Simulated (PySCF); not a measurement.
C₄H₉NSi.

```xyz
15

C     -0.4954     3.6755     0.0000
C      0.0378     2.5875     0.0000
C      0.6520     1.2599     0.0000
C     -0.3720     0.1056     0.0000
Si     0.4267    -1.6145     0.0000
N     -0.6678    -2.9602     0.0000
H     -0.9620     4.6420     0.0000
H      1.3144     1.1747     0.8803
H      1.3144     1.1747    -0.8803
H     -1.0308     0.1946     0.8814
H     -1.0308     0.1946    -0.8814
H      1.2782    -1.7239    -1.2230
H      1.2782    -1.7239     1.2230
H     -1.1974    -3.1897     0.8354
H     -1.1974    -3.1897    -0.8354
```

The structure is a stationary point at B3LYP-D3(BJ)/def2-SVP. This is a generated structure with no PubChem entry under its InChIKey; it may be hypothetical. The values are those of a single conformer.

Level of theory: PBE/pcSseg-1 (PySCF). Non-relativistic, no solvent.

Computed absolute GIAO shielding of each atom: isotropic value and principal components (ppm):
```tsv
atom	σ(iso)	σ11	σ22	σ33	span
C1	110.1	38.6	41.0	250.7	212.1
C2	92.6	-12.8	-3.0	293.5	306.3
C3	165.0	153.5	163.7	177.9	24.4
C4	156.8	137.4	152.6	180.5	43.1
Si5	361.8	303.2	371.6	410.6	107.4
N6	251.3	225.2	256.2	272.5	47.3
H7	29.6	24.7	24.7	39.4	14.7
H8	29.2	23.6	29.7	34.3	10.7
H9	29.2	23.6	29.7	34.3	10.7
H10	30.3	26.7	30.2	34.1	7.4
H11	30.3	26.7	30.2	34.1	7.4
H12	26.6	22.6	26.4	30.8	8.2
H13	26.6	22.6	26.4	30.8	8.2
H14	31.1	24.0	27.4	41.8	17.8
H15	31.1	24.0	27.4	41.8	17.8
```
